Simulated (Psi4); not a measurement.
C2H8GaN (SMILES [CH3][Ga]([CH3])[NH2]), singlet, at a GFN2-xTB geometry (such geometries of metal compounds can be far from the true shape). Base run: CAM-B3LYP/STO-3G run with Psi4 1.11.

Geometry (Å):
```xyz
12

Ga    -0.0071     0.0046    -0.0071
C     -1.4720    -1.3954    -0.1767
H     -1.0394    -2.3747    -0.3959
H     -2.1787    -1.1450    -0.9707
H     -2.0290    -1.4815     0.7597
C      0.1303     1.8000    -0.9495
H      0.2613     1.6666    -2.0262
H      0.9821     2.3670    -0.5673
H     -0.7756     2.3928    -0.8016
N      1.3527    -0.4136     1.1370
H      2.1514     0.1702     1.3509
H      1.4290    -1.2709     1.6700
```
All else is at Psi4's defaults (density fitting).
Base energy -2036.31995 Eh.

Variants of this job, named by their change:

```tsv
change	ΔE vs base (mEh)	SCF cycles	grid points	basis functions	outcome
base	0.000	16	256959	41	converged
e_convergence = 1e-4	0.000	16	256959	41	converged
basis_guess = sto-3g	0.000	1	256959	41	converged
scf_type = disk_df	0.000	16	256959	41	converged
cholesky_tolerance = 1e-6 (with scf_type cd)	-	-	-	-	input refused
scf_type = direct	2.392	19	256959	41	converged
e_convergence = 1e-8	0.000	18	256959	41	converged
e_convergence = 1e-10	0.000	21	256959	41	converged
dft_radial_points = 150	-0.041	16	509630	41	converged
puream = false	-437.6	16	256959	42	converged
guess = sapgau	0.000	12	256959	41	converged
dft_spherical_points = 194	-0.004	16	165208	41	converged
dft_spherical_points = 590	0.000	16	500962	41	converged
```

- cholesky_tolerance = 1e-6 (with scf_type cd): ended with `psi4.driver.p4util.exceptions.ValidationError: SCF: SCF_TYPE (CD) not supported for range-separated functionals, plese use SCF_TYPE = 'DF' to automatically select the correct JK build.`
